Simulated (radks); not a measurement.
Values are calculated unless marked as measured or tabulated.
How relativity changes the ionisation of the argon ion Ar+ ([Ne] 3s2 3p5) to Ar2+ ([Ne] 3s2 3p4). Spin-unpolarised spherical Kohn-Sham, PBE, point nucleus unless stated (finite: rms radius 3.4274 fm), a radial shooting solver on a logarithmic mesh with Libxc functionals. A level marked "c x" has the speed of light scaled by that factor and shares open shells by 2j + 1; other Dirac levels either fill j = l - 1/2 first or share by 2j + 1.

level                               E(Ar+) (hartree)  E(Ar2+) (hartree)  IE (eV)   HOMO  <r> HOMO (bohr)
non-rel.                                  -526.75542         -525.70180   28.671     3p            1.554
scalar-rel.                               -528.63978         -527.58657   28.659     3p            1.553
scalar-rel., finite nucleus               -528.63909         -527.58588   28.659     3p            1.553
Dirac, 2j+1 shares                        -528.64196         -527.58874   28.660  3p3/2            1.556
Dirac, low j first                        -528.64439         -527.59419   28.577  3p3/2            1.556
Dirac, 2j+1 shares, finite nucleus        -528.64127         -527.58805   28.660  3p3/2            1.556
Dirac, c x 1.25                           -527.95912         -526.90575   28.664  3p3/2            1.555
Dirac, c x 2                              -527.22407         -526.17054   28.668  3p3/2            1.554
Dirac, c x 100                            -526.75561         -525.70198   28.671  3p3/2            1.554

NIST Atomic Spectra Database: 27.630 eV (measured). The relativistic part of the total energy of Ar+ is -1.886 hartree (Dirac, 2j+1 shares, finite nucleus), 0.36 % of the non-relativistic value. Spin polarisation and multiplet splitting of open shells are left out at every level.

Beside tabulated values, note that spin-unpolarised runs miss the spin-polarisation part of the exchange energy of open shells.
